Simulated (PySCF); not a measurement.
# Mayer bond orders and bond lengths

Species: trans-cinnamaldehyde, C9H8O.
Numbering: `[O:1]=[CH:2]/[CH:3]=[CH:4]/[c:5]1[cH:6][cH:7][cH:8][cH:9][cH:10]1` (hydrogens: H11 on C2; H12 on C3; H13 on C4; H14 on C6; H15 on C7; H16 on C8; H17 on C9; H18 on C10)

Geometry (GFN2-xTB, Å), atoms numbered from 1 in this order:
```xyz
18
C9H8O angstrom
O      4.6440    0.5472   -0.1642
C      3.6688   -0.1005    0.1305
C      2.2938    0.3067   -0.0996
C      1.2563   -0.4679    0.2562
C     -0.1523   -0.1809    0.0838
C     -0.6230    0.9985   -0.5024
C     -1.9782    1.2221   -0.6407
C     -2.8938    0.2788   -0.1997
C     -2.4439   -0.8955    0.3822
C     -1.0893   -1.1227    0.5225
H      3.7712   -1.0925    0.6169
H      2.1630    1.2685   -0.5730
H      1.4743   -1.4207    0.7276
H      0.0754    1.7430   -0.8513
H     -2.3265    2.1376   -1.0953
H     -3.9529    0.4585   -0.3095
H     -3.1525   -1.6338    0.7268
H     -0.7431   -2.0401    0.9773
```

Bond orders from the PBE0/pcSseg-1 density (PySCF). The structure is a single GFN2-xTB conformer in the gas phase; no vibrational or solvent corrections.

Problem. How far do the computed orders between heavy atoms stray from the drawn ones?

Solution. The largest departure is 0.333, at C3–C4 (drawn double, 1.667), counting aromatic bonds as 1.5. Drawn double or triple, more than 0.30 short of the drawn order: C3–C4 (1.667). The bonds drawn aromatic range from 1.36 to 1.47.

Problem. Set the Mayer orders of the bonds between heavy atoms beside their lengths.

Solution. 
```csv
bond,drawn as,length (Å),Mayer order
O1–C2,double,1.207,1.946
C2–C3,single,1.452,1.072
C3–C4,double,1.343,1.667
C4–C5,single,1.448,1.109
C5–C6,aromatic,1.399,1.378
C6–C7,aromatic,1.380,1.473
C7–C8,aromatic,1.387,1.412
C8–C9,aromatic,1.386,1.430
C9–C10,aromatic,1.381,1.451
C10–C5,aromatic,1.399,1.356
```

By pair of heavy elements: C–C: lowest C2–C3 (1.072, 1.452 Å), highest C3–C4 (1.667, 1.343 Å).

Problem. And the bonds to hydrogen?

Solution. C–H: 0.95 to 0.98 (8 bonds).

Problem. Sum the orders of all bonds at each heavy atom with more than one neighbour and set the sums beside the valence in the SMILES.

Solution. C2 3.972 (drawn 4), C3 3.688 (drawn 4), C4 3.739 (drawn 4), C5 3.843 (drawn 4), C6 3.808 (drawn 4), C7 3.843 (drawn 4), C8 3.809 (drawn 4), C9 3.842 (drawn 4), C10 3.785 (drawn 4). Orders between atoms that aren't bonded are not in these sums.

The Mayer order sums products of elements of PS (density times overlap matrix) between the two atoms' basis functions, so it depends on the basis set.
